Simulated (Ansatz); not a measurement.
`[CH3][GeH]([F])[Br]` → `F[CH]([GeH3])Br`  (isomerisation)

Computed with Ansatz on PBE0-D4/def2-TZVP structures; ΔE is electronic, products minus reactants. CCSD(T)/CBS adds triple-zeta CCSD(T) − MP2 to the extrapolated MP2 energy (def2 sets, frozen cores). DFT in def2-TZVPP. For Br, Ge outer-core shells are correlated without core-valence functions, which leaves a few kJ/mol of doubt a bond. Scalar relativity is left out up to krypton.

```
             level  ΔE (kJ/mol)  difference from CCSD(T)/CBS
            PBE-D4        301.1                        -19.1
         r2SCAN-D4        317.9                         -2.3
           PBE0-D4        314.0                         -6.2
           ωB97X-V        315.7                         -4.5
            B2PLYP        322.3                          2.1
               PBE        301.6                        -18.6
            r2SCAN        317.9                         -2.3
              PBE0        314.4                         -5.8
    MP2/def2-TZVPP        332.5                         12.3
CCSD(T)/def2-TZVPP        318.7                         -1.5
       CCSD(T)/CBS        320.2                            0
```

Largest T1 diagnostic among the species: 0.011.

In def2-TZVPP, CCSD(T) changes the Hartree–Fock value by −22.9 kJ/mol (the triples alone add −3.9 kJ/mol) and MP2 by −9.0 kJ/mol. From PBE to PBE0 (25 % exact exchange), in def2-TZVPP and without D4, ΔE moves by +12.7 kJ/mol.
